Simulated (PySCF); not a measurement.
C₆H₆O₂PS (charge -1).
Atom-mapped SMILES: `[CH2:1]=[CH:2][P@:3](=[O:4])([O-:5])[c:6]1[cH:7][cH:8][cH:9][s:10]1` (hydrogens: H11, H12 on C1; H13 on C2; H14 on C7; H15 on C8; H16 on C9)
Bond orders are those of one Lewis drawing.

Method: PBE0-D3(BJ)/def2-SVP geometry optimisation, gas phase in PySCF; density fitting, grid level 1; the optimiser is geomeTRIC in internal coordinates, started from a GFN2-xTB structure with every atom displaced at random (about 0.01 Å).

Step 5: E = -30506.8469 eV
```
atom  x, y, z in Å  |  force x, y, z in eV/Å
C1     -3.0198    0.4262    0.7514    0.003  -0.010   0.021
C2     -2.0868   -0.5136    0.5901    0.078  -0.031  -0.058
P3     -1.0868   -0.6271   -0.9493   -0.030  -0.030   0.084
O4     -1.4207    0.5701   -1.8041   -0.017   0.099  -0.104
O5     -1.1281   -2.0614   -1.4046   -0.003  -0.025   0.012
C6      0.6261   -0.2988   -0.3227    0.044  -0.023  -0.061
C7      1.4049    0.7834   -0.6594   -0.060   0.037   0.055
C8      2.7149    0.7390   -0.1046   -0.022   0.034  -0.001
C9      2.9259   -0.3855    0.6547   -0.013  -0.023  -0.035
S10     1.5301   -1.3916    0.6582   -0.024  -0.060   0.062
H11    -3.6743    0.4536    1.6318   -0.037   0.048  -0.013
H12    -3.1446    1.1909   -0.0247    0.013  -0.014   0.013
H13    -1.9515   -1.2977    1.3463    0.018  -0.030   0.025
H14     0.9933    1.5685   -1.2962    0.019   0.008   0.007
H15     3.4731    1.5098   -0.2561    0.036   0.026  -0.006
H16     3.8297   -0.6726    1.1930   -0.005  -0.006  -0.002
```

Step 6: E = -30506.8554 eV
```
atom  x, y, z in Å  |  force x, y, z in eV/Å
C1     -2.9652    0.4730    0.7234    0.050   0.018  -0.082
C2     -2.0710   -0.5101    0.5921   -0.082  -0.013   0.092
P3     -1.0869   -0.6917   -0.9506    0.006  -0.012   0.096
O4     -1.4291    0.4718   -1.8496   -0.017   0.038  -0.069
O5     -1.1230   -2.1452   -1.3413   -0.014  -0.029  -0.013
C6      0.6224   -0.3339   -0.3358    0.014   0.018  -0.059
C7      1.3441    0.8104   -0.5845   -0.037  -0.088   0.059
C8      2.6627    0.7698   -0.0521    0.105   0.164  -0.032
C9      2.9370   -0.4083    0.5976   -0.014  -0.009   0.029
S10     1.5819   -1.4661    0.5427   -0.038  -0.058  -0.017
H11    -3.6298    0.5917    1.5878    0.022  -0.071   0.061
H12    -3.0454    1.2035   -0.0886   -0.011   0.043  -0.043
H13    -1.9581   -1.2759    1.3731    0.023   0.015  -0.030
H14     0.8915    1.6256   -1.1525    0.036  -0.002   0.015
H15     3.3891    1.5823   -0.1472   -0.010  -0.026   0.002
H16     3.8654   -0.7037    1.0892   -0.032   0.012  -0.008
```

Question: Estimate the geometry and energy of step 7. (The exact step hangs on the optimiser's Hessian estimate; all steps are aligned on step 6, rigid shifts and turns removed.)

Answer: E = -30506.8606 eV, largest force 0.135 eV/Å
```
atom  x, y, z in Å  |  force x, y, z in eV/Å
C1     -2.9289    0.5043    0.7083    0.024  -0.046   0.029
C2     -2.0566   -0.4992    0.5860   -0.042   0.017  -0.003
P3     -1.0912   -0.7278   -0.9620    0.000   0.035   0.043
O4     -1.4430    0.4082   -1.8939   -0.006  -0.022  -0.010
O5     -1.1271   -2.1936   -1.3055   -0.004  -0.027  -0.010
C6      0.6184   -0.3502   -0.3609    0.053  -0.001  -0.048
C7      1.3161    0.8194   -0.5535   -0.028  -0.069   0.022
C8      2.6343    0.7853   -0.0190    0.072   0.114   0.000
C9      2.9308   -0.4156    0.5790   -0.021  -0.002  -0.003
S10     1.6012   -1.5012    0.4667   -0.039  -0.033   0.007
H11    -3.5663    0.6355    1.5919   -0.012   0.010   0.010
H12    -3.0171    1.2245   -0.1134   -0.001  -0.001  -0.008
H13    -1.9430   -1.2493    1.3822    0.012   0.031  -0.035
H14     0.8501    1.6495   -1.0874    0.029   0.012   0.012
H15     3.3442    1.6159   -0.0755   -0.019  -0.024   0.004
H16     3.8635   -0.7124    1.0609   -0.018   0.006  -0.009
```

The energy changes by -0.0051 eV. The first-order estimate −F·Δx gives -0.0069 eV and the mean of the old and new forces, exact on a quadratic surface, -0.0046 eV. The step makes an angle of 85° with the force vector and moves no atom by more than 0.091 Å.

The cost below is that of the whole optimisation. The run took 5.6 min wall on one thread of an Arm Neoverse V2, no GPU, shared host with 192 logical CPUs at a one-minute load of 240, and the process peaked at 0.84 GiB of memory.
